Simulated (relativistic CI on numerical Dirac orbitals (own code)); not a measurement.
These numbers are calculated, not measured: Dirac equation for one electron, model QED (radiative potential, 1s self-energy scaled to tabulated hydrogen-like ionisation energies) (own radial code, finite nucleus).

Configurations in the expansion: 1s, 2s, 2p, 3s, 3p, 3d, 4s, 4p, 4d, 4f, 5s, 5p, 5d, 5f, 5g, 6s, 6p, 6d. Levels of other configurations are missing.

Outline of the computed level scheme of Ir LXXVII. Lowest level of each configuration: 1s 2S_1/2 at 0.0 eV; 2p 2P°_1/2 at 65545.0 eV; 2s 2S_1/2 at 65573.7 eV; 3p 2P°_1/2 at 78312.2 eV; 3s 2S_1/2 at 78320.7 eV; 3d 2D_3/2 at 78904.4 eV; 4p 2P°_1/2 at 82694.5 eV; 4s 2S_1/2 at 82698.0 eV; 4d 2D_3/2 at 82942.3 eV.

Some strong electric-dipole decays among the lowest 14 levels: 2p 2P°_1/2 → 1s 2S_1/2 (2.3e+16 s⁻¹); 2p 2P°_3/2 → 1s 2S_1/2 (2.0e+16 s⁻¹); 3p 2P°_3/2 → 1s 2S_1/2 (5.7e+15 s⁻¹); 3p 2P°_1/2 → 1s 2S_1/2 (5.4e+15 s⁻¹); 4p 2P°_3/2 → 1s 2S_1/2 (2.3e+15 s⁻¹); 3d 2D_5/2 → 2p 2P°_3/2 (2.2e+15 s⁻¹); 3d 2D_3/2 → 2p 2P°_1/2 (2.2e+15 s⁻¹); 4p 2P°_1/2 → 1s 2S_1/2 (2.1e+15 s⁻¹).
